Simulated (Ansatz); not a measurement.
`[SiH3][SiH2][S][GeH3]` + `O[SiH](F)[SeH]` → `F[SiH]([SeH])O[SiH3]` + `[SiH3][S][GeH3]`  (cleavage of the Si–Si bond)

Gas-phase electronic energies from Ansatz, PBE0-D4/def2-TZVP geometries. CCSD(T)/CBS adds triple-zeta CCSD(T) − MP2 to the extrapolated MP2 energy (def2 sets, frozen cores). DFT in def2-TZVPP. B3LYP here is the variant with VWN-RPA as its local correlation; programs differ in this. For Ge, Se outer-core shells are correlated without core-valence functions, which leaves a few kJ/mol of doubt a bond. Scalar relativity is left out up to krypton. One conformer a species, not always the lowest.

CCSD(T)/CBS gives -98.0 kJ/mol.

Question: Another level gave -98.2 kJ/mol. Which?
A. B3LYP/def2-TZVPP
B. PBE0/def2-TZVPP
C. r2SCAN/def2-TZVPP
D. PBE-D4/def2-TZVPP

Answer: A. B3LYP -98.2, PBE0 -79.2, PBE-D4 -68.9, r2SCAN -90.0 kJ/mol.

Largest T1 diagnostic among the species: 0.012.

From PBE to PBE0 (25 % exact exchange), in def2-TZVPP and without D4, ΔE moves by −9.3 kJ/mol. In def2-TZVPP, CCSD(T) changes the Hartree–Fock value by +29.1 kJ/mol (the triples alone add +4.3 kJ/mol) and MP2 by +22.7 kJ/mol.
